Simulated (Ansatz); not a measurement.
Basis-set extrapolation for CH6AlFSi (`[CH3][AlH][SiH2]F`) (PBE0-D4/def2-TZVP geometry, frozen core, Ansatz 0.2.0). Multiplicity 1, RHF reference.

```csv
,def2-TZVPP,def2-QZVPP
HF,-671.783274,-671.806495
MP2 correlation,-0.629823,-0.681114
CCSD(T) correlation,-0.697667,not run
```

Energies in hartree. Use E(X) = E(∞) + A·exp(−7.88·√X) for Hartree–Fock and E(X) = E(∞) + B·X^(−2.97) for correlation, with X = 3 and 4, and add CCSD(T) minus MP2 of the smaller set to the MP2 limit.

**Question.** What is the CCSD(T) energy at the basis-set limit?

**Answer.** HF limit: -671.806495 + (-0.023221) × 0.13774 = -671.80969. MP2 limit: -0.681114 + (-0.051291) × 0.74074 = -0.71911. Higher-order term: -0.697667 − (-0.629823) = -0.06784. Total: -672.59664 hartree, 303.8 kJ/mol below CCSD(T)/def2-TZVPP.
